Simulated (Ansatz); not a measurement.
One change: `[OH][Ga]([F])[O][SiH3]` becomes `[OH][Ga]([F])[Br]`.

Ansatz, PBE0-D4/def2-TZVP geometries, multiplicity 1. Each molecule was computed in one conformer, which needn't be the lowest.

Scalar relativity is left out up to krypton.

```tsv
property	`[OH][Ga]([F])[O][SiH3]`
HOMO–LUMO gap (B3LYP/def2-TZVPP) / eV	6.86
size of the dipole moment (PBE/def2-TZVPP) / D	0.88
ideal-gas entropy at 298 K and 1 bar (rigid rotor, harmonic PBE0-D4/def2-TZVP) / J/(mol·K)	391
size of the dipole moment (B3LYP/def2-TZVPP) / D	0.81
HOMO energy (B3LYP/def2-TZVPP) / eV	-8.73
LUMO energy (PBE0/def2-TZVPP) / eV	-1.50
```

Question: Give the same properties after the change, and the shifts. (An estimate is asked.)

Answer: Ansatz gave: 
```csv
property,`[OH][Ga]([F])[Br]`,shift
HOMO–LUMO gap (B3LYP/def2-TZVPP) / eV,6.69,-0.17
size of the dipole moment (PBE/def2-TZVPP) / D,2.25,1.37
"ideal-gas entropy at 298 K and 1 bar (rigid rotor, harmonic PBE0-D4/def2-TZVP) / J/(mol·K)",336,-55
size of the dipole moment (B3LYP/def2-TZVPP) / D,2.36,1.55
HOMO energy (B3LYP/def2-TZVPP) / eV,-8.80,-0.07
LUMO energy (PBE0/def2-TZVPP) / eV,-1.74,-0.24
```

With PBE0 the HOMO falls by 0.13 eV and the LUMO falls by 0.24 eV, so the gap narrows by about 0.11 eV. PBE moves the HOMO by -0.24 eV and ωB97M-V by -0.07 eV. The zero-point energy changes by -74.9 kJ/mol with -12 modes. Dipoles are sizes alone; their direction can turn. Modes under 60 cm⁻¹, often nearly free rotors, make the harmonic entropy too high.

B3LYP here is the variant with VWN-RPA as its local correlation; programs differ in this.

Spin–orbit coupling is left out; it splits and shifts lone-pair levels of the heavy atoms by tenths of an eV.
